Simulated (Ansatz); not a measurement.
Br$_{2}$ClFSi, SMILES `F[Si](Cl)(Br)Br` from Hartree–Fock to CCSD(T)

```xyz
5

F     1.116   -0.667    1.032
Si    0.068   -0.010    0.052
Cl    0.613    1.909   -0.249
Br   -1.899   -0.112    0.990
Br    0.102   -1.120   -1.826
```

Total charge 0; spin multiplicity 1. Correlated methods include outer-core shells of Br, which these sets cover unevenly. Scalar relativity is left out up to krypton. Geometry: relaxed with PBE0-D4/def2-TZVP. Frozen core, restricted reference, Ansatz 0.2.0.

```
     basis      HF (Eh)  MP2 corr.
  def2-SVP  -5991.96487   -0.86346
def2-TZVPP  -5992.99927   -1.09519
def2-QZVPP  -5993.12477   -1.78668
```

Task: Estimate the CCSD correlation energy and the (T) correction in each basis where they were run (hartree).

Result: 
```csv
basis,CCSD corr.,(T)
def2-SVP,-0.87912,-0.01879
def2-TZVPP,-1.11765,-0.04083
```
